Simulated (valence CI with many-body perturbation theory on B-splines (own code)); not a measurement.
Values are calculated unless marked as measured or tabulated.
# Sensitivity of CI+MBPT for Os62+

Method: configuration interaction combined with many-body perturbation theory (CI+MBPT): four valence electrons over a frozen Dirac-Fock core [Ne], a basis of 6 s, 6 p, 5 d, 3 f, 1 g functions for each j, with the one-electron correlation potential Σ1, the two-electron term Σ2, the three-electron term Σ3, Breit, model QED; selected CI, second order for the rest, scaled by the run's own slope (own B-spline code, finite nucleus).

No measured spectrum was set against this ion. As an estimate, large intervals hold to a few tenths of a per cent, small ones and those within an open d or f shell to about a per cent.

The reference run has the lowest level (3s^2 3p1/2^2) J=0 and an ionisation energy of 7041.10 eV. Its largest variational space holds 9998 state functions.

Levels are named by their leading jj configuration (3d3/2^4 stands for four electrons in 3d with j = 3/2), which in mixed levels can hold well under half, so a name can repeat and another be missing.

Changed runs:
A. QED terms on → off
B. logarithmic knot step 0.27 → 0.2; cutoff of virtual states (hartree) 11552 → 29040
C. highest l in the core sums 6 → 4
D. start configuration 3s2 3p2 → 3s4 (bad on purpose)

Excitation energies of the reference run in cm⁻¹, and shifts in cm⁻¹:

```
                 Level  Reference       A      B       C
(3s^2 3p1/2 3p3/2) J=1    3197250   -3551    +41     +12
(3s^2 3p1/2 3p3/2) J=2    3274760   -3518    +40     +11
(3s 3p1/2^2 3p3/2) J=2    4618970  +36202    +30     -48
(3s 3p1/2^2 3p3/2) J=1    4847220  +31061    +38     -79
(3s^2 3p1/2 3d3/2) J=2    5034330   +4707    +78    -234
(3s^2 3p1/2 3d3/2) J=1    5404300  +10693    +70    -199
(3s^2 3p1/2 3d5/2) J=2    5940220   +3359    +79    -213
(3s^2 3p1/2 3d5/2) J=3    5950820   +2610    +80    -217
(3s 3p1/2^2 3d3/2) J=1    6491500  +44991    +67    -291
    (3s^2 3p3/2^2) J=2    6526830   -3413    +79     -28
(3s 3p1/2^2 3d3/2) J=2    6558190  +41753    +69    -240
    (3s^2 3p3/2^2) J=0    6701700   -6618    +81     +20
Ionisation energy (eV)    7041.10   +0.25  +0.01  +0.014
```

Run D: It gave no result: a shell was given more electrons than it holds. The program said: "a valence shell holds more than 4l+2 electrons".
